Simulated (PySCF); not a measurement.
Equivalent nuclei averaged, non-relativistic, single conformer, in vacuum. Shieldings: GIAO PBE0/pcSseg-1; coordinates at the GFN2-xTB level; PySCF 2.14.0 with density-fitted response routines.

Shifts are taken against calculated references (same method and geometry level): ¹H, ¹³C against TMS. Shifts are as computed. Against solution values, carbons near 30 ppm lie about +3 ppm off and those near 130 ppm about +5 ppm. Of 1211 compounds with measured shifts, 218 miss one by over three times the rms of a fit or turn the order of signals round; such compounds aren't used in these exercises.

Question: Order these molecules by the shift of their most shielded carbon, lowest δ first.
A. COCc1cccn1C
B. CCC
C. C=C(C)[SiH2][Si@H]([SiH3])P
D. C#CC1=CCC=C[C@@H]1C#CC

Answer: D (4.8 ppm, propargylic methyl carbon), B (18.8 ppm, methyl carbon), C (29.2 ppm, allylic methyl carbon), A (34.1 ppm, methyl carbon bonded to N).

Question: Order these molecules by the shift of their most shielded carbon-bound hydrogen, lowest δ first.
A. C#CC1=CCC=C[C@@H]1C#CC
B. COCc1cccn1C
C. CCC

Answer: C (1.00 ppm, hydrogen on a methyl carbon), A (1.97 ppm, hydrogen on a propargylic methyl carbon), B (3.25 ppm, hydrogen on a methyl carbon bonded to O).

Question: How many ¹³C and ¹H signals does each give (equivalence by symmetry and fast rotation, but not about amide C–N or C=N bonds)? `COCc1cccn1C`, `C#CC1=CCC=C[C@@H]1C#CC`, `CCC`, `C=C(C)[SiH2][Si@H]([SiH3])P`

Answer: COCc1cccn1C: 7 C, 6 H; C#CC1=CCC=C[C@@H]1C#CC: 11 C, 8 H; CCC: 2 C, 2 H; C=C(C)[SiH2][Si@H]([SiH3])P: 3 C, 8 H.
